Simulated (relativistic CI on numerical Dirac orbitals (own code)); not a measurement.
Pb³³⁺: q coefficients and field-shift factors

Calculated at this level of theory: Dirac-Coulomb-Breit CI, orbitals from a KLI potential per configuration, derivatives by finite differences, unscaled Slater integrals, QED left out (own radial code, finite nucleus).

CI space (outside the closed core [Ar] 3d10 4p6 4d10): 4s2 4f3, 4s2 4f2 5s, 4s2 4f2 5p, 4s2 4f 5s2, 4s2 4f 5s 5p, 4s2 4f2 5d, 4s 4f4, 4s2 4f 5p2. Levels of other configurations are missing.

With x = (α/α₀)² − 1 an excitation energy changes as ω = ω₀ + qx; K = 2q/ω₀ is the relative enhancement. Terms are leading LS components, so labels can repeat. The field-shift factor is F = δν/δ⟨r²⟩ for the transition from the lowest level.

Lowest level 4s2 4f3 4I°_9/2.

| Level | ω₀ (cm⁻¹) | q (cm⁻¹) | F (GHz/fm²) |
| --- | --- | --- | --- |
| 4s2 4f3 4I°_11/2 | 44606.5 | 49050 | 2.94 |
| 4s2 4f3 4F°_3/2 | 50188.5 | 2104 | 0.716 |
| 4s2 4f3 2G°_9/2 | 74996.2 | 43750 | 3.06 |
| 4s2 4f3 4G°_5/2 | 75468.8 | 13640 | 1.61 |
| 4s2 4f3 4I°_13/2 | 76060.4 | 67520 | 4.24 |
| 4s2 4f3 4S°_3/2 | 91907.6 | 49740 | 3.54 |
| 4s2 4f3 4F°_5/2 | 91929.4 | 45140 | 3.33 |
| 4s2 4f3 2G°_7/2 | 92959.2 | 49270 | 3.56 |
| 4s2 4f3 4I°_15/2 | 99583.8 | 72730 | 4.82 |
| 4s2 4f3 4G°_7/2 | 111015.6 | 55420 | 4.08 |
| 4s2 4f3 2K°_13/2 | 122567.3 | 78890 | 5.38 |
| 4s2 4f3 2H°_11/2 | 125382.0 | 68180 | 4.89 |
| 4s2 4f3 4F°_9/2 | 127354.9 | 83500 | 5.65 |
| 4s2 4f3 2P°_1/2 | 130990.0 | 50750 | 4.1 |
| 4s2 4f3 4D°_3/2 | 131902.5 | 55920 | 4.36 |
| 4s2 4f3 2D°_5/2 | 136328.2 | 43210 | 3.81 |
| 4s2 4f3 4G°_9/2 | 143909.9 | 85690 | 5.97 |
| 4s2 4f3 2L°_15/2 | 144157.7 | 89110 | 6.17 |
| 4s2 4f3 2G°_7/2 | 144403.6 | 97520 | 6.53 |
| 4s2 4f3 2H°_11/2 | 152196.2 | 79470 | 5.79 |
| 4s2 4f3 2D°_3/2 | 157309.2 | 85870 | 6.12 |
| 4s2 4f3 2D°_5/2 | 167439.6 | 97520 | 6.82 |
| 4s2 4f3 4G°_11/2 | 175804.7 | 104600 | 7.3 |

At this charge energies of transitions that change n are usually good to better than 1 %, and those within a shell (Δn = 0) to a few per cent. Terms inside the open d or f shell come out 10 to 20 % too wide with unscaled integrals.

Task: Which transition from the lowest level has the largest |K|?

Result: 4s2 4f3 4I°_11/2 at 44606.5 cm⁻¹, K = 2.2.
